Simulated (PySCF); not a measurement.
## Electron correlation in S (sulfur, neutral)

[Ne] 3s1 3p4 4s1, high-spin 5P determinant (an excited configuration). All numbers are calculated (PySCF 2.14, scalar relativity by spin-free X2C-1e, in x2c-QZVPPall with one added diffuse shell each of s, p, d, f type (10s7p5d3f1g, 86 functions)). Frozen: [Ne]; 6 electrons correlated.

| level | correlation energy (mhartree) |
| --- | --- |
| CCSD | -140.49 |
| (T) | -17.53 |
| CCSD(T) | -158.02 |

Diagnostics: T1 = 0.018, D1 = 0.0485, largest double amplitude 0.286.

The outer electron is Rydberg-like, and this basis confines it to a smaller radius and binds it less than a complete one would. A double-excitation amplitude exceeds 0.15, a sign of near-degeneracy.

Cost of the coupled-cluster step: of the order of 60 core-seconds, for 6 correlated electrons.
